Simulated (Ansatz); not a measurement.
Relaxation of Ge2H6O (9 atoms, charge 0, multiplicity 1), to a largest force component of 0.03 eV/Å in at most 50 steps.

Method: RKS PBE-D4/def2-SVP in Ansatz.

```xyz
9
Properties=species:S:1:pos:R:3:forces:R:3
Ge 0.234 -0.034 0.014 0.29 0.03 0.07
Ge 1.059 -0.006 2.260 -0.45 -0.07 0.89
H 0.044 -0.401 3.373 0.07 0.01 0.07
H 2.253 -1.001 2.324 -0.02 0.02 -0.07
H 1.583 1.419 2.584 0.03 -0.01 -0.06
H 1.702 0.097 -0.448 0.05 -0.01 -0.87
O -0.664 1.439 -0.522 -0.04 -0.07 -0.01
H -1.586 1.179 -0.704 -0.02 0.11 0.01
H -0.522 -1.299 -0.480 0.09 -0.02 -0.02
```

Q: Where does it end, and by what steps?

A: It converged. The force dipped under the threshold on the way, but the program's further checks kept it going. After 12 steps the energy has fallen by 0.281 eV; H8 moved furthest, 0.74 Å.

```csv
step,energy less start (eV),largest force component (eV/Å),accepted
0,0.0000,0.893,yes
1,-0.1696,0.234,yes
2,-0.2299,0.157,yes
3,-0.2543,0.117,yes
4,-0.2676,0.111,yes
5,-0.2002,2.138,no
6,-0.2753,0.135,yes
7,-0.2793,0.092,yes
8,-0.2739,0.469,no
9,-0.2808,0.020,yes
10,-0.2810,0.088,yes
11,-0.2796,0.216,no
12,-0.2812,0.009,yes
```

```xyz
9
Properties=species:S:1:pos:R:3
Ge 0.434 -0.063 -0.128
Ge 1.023 0.027 2.243
H -0.256 -0.128 3.112
H 2.008 -1.111 2.624
H 1.677 1.391 2.587
H 1.646 0.235 -1.045
O -0.722 1.274 -0.527
H -1.519 1.214 0.032
H -0.188 -1.447 -0.497
```

Whether the end is a true minimum wasn't checked by a vibrational analysis.

Run time: 12 s on 4 threads of AMD EPYC 7B13 (Zen 3), on a shared host, peak memory 0.19 GiB.
